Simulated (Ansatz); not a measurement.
HP$_{2}$ (SMILES P#[PH+]), charge +1, singlet, at a GFN2-xTB geometry; B3LYP5/cc-pVTZ in Ansatz (a quantum-chemistry and plane-wave program).

The Ansatz input:
Ansatz 0.2 input:
```yaml
crystal:
  periodic: [false, false, false]
  atoms:
    - {symbol: P, position_ang: [-0.00000000, -0.00000000, -1.02596741]}
    - {symbol: P, position_ang: [0.00000000, 0.00000000, 0.87502951]}
    - {symbol: H, position_ang: [0.00000000, 0.00000000, 2.26406841]}
basis:
  gaussian:
    orbitals: cc-pVTZ
hamiltonian:
  xc: b3lyp5
total_charge: 1
```

The log (banner, timings and long lists left out):

```
Functional definition: B3LYP5
596 factors; their error is unknown
mean field evaluation 1: about -18579.7579 eV, gradient 2.7e1 eV
mean field evaluation 2: about -18579.0157 eV, gradient 3.0e1 eV
mean field evaluation 4: about -18581.9156 eV, gradient 1.9e0 eV
mean field evaluation 8: about -18582.0549 eV, gradient 2.3e-2 eV
mean field -18582.05489663 eV, -682.8779220821 hartree, gradient 1.2e-5 eV, S^2 0.000000; 0 other end points of the search recorded, 0 dependent functions left out
reference -18582.05508091 eV, -682.8779288543 hartree; 15, 15 occupied and 67, 67 virtual orbitals, 596 factors
Total energy: -18582.05508091 eV, -682.8779288543 hartree
```
